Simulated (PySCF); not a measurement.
C3H12GaN, SMILES [CH3][Ga]([CH3])([CH3])<-[NH3] (connectivity only; charge and spin as stated), neutral, multiplicity 1.

Coordinates come from a PBE0-D3(BJ)/def2-SVP optimisation. The isomer is the one that the SMILES or the coordinates give; other isomers of the formula were not compared. One conformer was computed; it need not be the lowest.

These are TDA-PBE0/def2-SVPD run with PySCF values and carry that method's errors.

Vertical excitations; the highest root listed may be one member of a degenerate set. Gas-phase values at a fixed geometry. State labels are in the subgroup Cs.

```json
[
 {"state": "S1", "symmetry": "A\"", "energy (eV)": "5.44", "λ (nm)": "228", "f": "0.019", "main pairs": "HOMO→LUMO (degenerate set)"},
 {"state": "S2", "symmetry": "A'", "energy (eV)": "5.44", "λ (nm)": "228", "f": "0.019", "main pairs": "HOMO−1→LUMO (degenerate set)"},
 {"state": "S3", "symmetry": "A\"", "energy (eV)": "6.60", "λ (nm)": "188", "f": "0.060", "main pairs": "HOMO→LUMO+1 (degenerate set)"},
 {"state": "S4", "symmetry": "A'", "energy (eV)": "6.60", "λ (nm)": "188", "f": "0.060", "main pairs": "HOMO−1→LUMO+1 (degenerate set)"},
 {"state": "S5", "symmetry": "A'", "energy (eV)": "7.01", "λ (nm)": "177", "f": "0.013", "main pairs": "HOMO−1→LUMO+2 40 %, HOMO→LUMO+3 40 %, HOMO−2→LUMO 17 %"},
 {"state": "S6", "symmetry": "A\"", "energy (eV)": "7.02", "λ (nm)": "177", "f": "0.000", "main pairs": "HOMO→LUMO+2 49 %, HOMO−1→LUMO+3 49 %"},
 {"state": "T1", "symmetry": "A\"", "energy (eV)": "5.36", "λ (nm)": "231", "f": "0", "main pairs": "HOMO→LUMO (degenerate set)"},
 {"state": "T2", "symmetry": "A'", "energy (eV)": "5.36", "λ (nm)": "231", "f": "0", "main pairs": "HOMO−1→LUMO (degenerate set)"}
]
```
Triplets are in the Tamm–Dancoff approximation.
